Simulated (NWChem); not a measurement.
Atomisation of fluoroethane (C2H5F)

```xyz
8

C     -1.1833     0.2681     0.0000
C      0.3196     0.4519     0.0000
F      0.9535    -0.7785     0.0000
H     -1.6904     1.2464     0.0000
H     -1.5073    -0.2901    -0.8922
H     -1.5073    -0.2901     0.8922
H      0.6529     1.0100     0.8937
H      0.6529     1.0100    -0.8937
```
Charge 0, spin multiplicity 1.

Program: NWChem. Structure: optimised with B3LYP/def2-SVP, a minimum by its harmonic frequencies.

Basis set: def2-TZVP. The atomisation energy is electronic alone: no zero-point, thermal, spin-orbit or counterpoise terms. No value is extrapolated to the basis-set limit. Free atoms are single determinants with multiplicities C 3, F 2, H 2. Correlated methods freeze the same cores in atoms and molecule, 3 orbitals in all.

Relative cost: rough, from shared machines, SCF included, HF = 1. Costs are the molecule's.

B3LYP has NWChem's definition, with VWN1-RPA local correlation. The stability of the SCF solutions was not checked. Open-shell Hartree-Fock references start from PBE0 orbitals; any time given for them includes that run.

```
method       atomisation energy (kcal/mol)  relative cost
-----------  -----------------------------  -------------
HF                                   539.3              1
LDA (SVWN5)                          819.9        under 3
PBE0                                 719.6        under 3
B3LYP                                  [?]        under 3
BLYP                                   [?]        under 3
BHandHLYP                            698.3        under 3
BP86                                 739.1        under 3
PBE                                    [?]        under 3
MP2                                    [?]        under 3
```

Task: Some entries are withheld; supply them.

Result: 
- B3LYP, atomisation energy (kcal/mol): 716.8
- BLYP, atomisation energy (kcal/mol): 713.8
- PBE, atomisation energy (kcal/mol): 731.0
- MP2, atomisation energy (kcal/mol): 703.2
